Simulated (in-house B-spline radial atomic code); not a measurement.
A run on neutral terbium that did not converge. Method: scalar-relativistic (X2C) TPSSh, spin-polarised, spherical fractional occupations, Fermi nucleus of rms radius 5.06 fm; computed with a B-spline radial code for spherical atoms.

Command:
```bash
python run_scf.py task.json out
```
Settings (nuclear radius in fm, mass in u):
```
Z                65
configuration    [Xe] 4f9 6s2
hamiltonian      x2c
method           tpssh
spin_polarised   True
nucleus          fermi
rms_radius       5.06
atomic_mass      158.92535
speed_of_light   137.035999084
```

First and last ten iterations of the last attempt (damped for 15 steps, keeping 80 % of the old Fock matrix, then DIIS):
```
 iter        energy (Eh)    residual
    1      -11708.081525    1.10e-01
    2      -11706.263589    1.22e-01
    3      -11707.794646    8.12e-02
    4      -11708.030188    3.13e-02
    5      -11708.077052    1.25e-02
    6      -11708.085145    6.10e-03
    7      -11708.086933    3.84e-03
    8      -11708.087603    2.99e-03
    9      -11708.087938    2.44e-03
   10      -11708.088118    2.00e-03
  111      -11708.088360    2.42e-04
  112      -11706.293733    1.20e-01
  113      -11706.293784    1.20e-01
  114      -11706.293916    1.20e-01
  115      -11706.294017    1.20e-01
  116      -11706.294340    1.20e-01
  117      -11706.294319    1.20e-01
  118      -11706.294914    1.20e-01
  119      -11706.299865    1.19e-01
  120      -11706.299827    1.19e-01
 not converged after 120 iterations
```

The smallest residual met was 1.1e-04; the threshold is about 6e-07. No energy from this run should be used. Cost of the run: 8.3 s on 1 thread of Arm Neoverse V2, on a shared host.
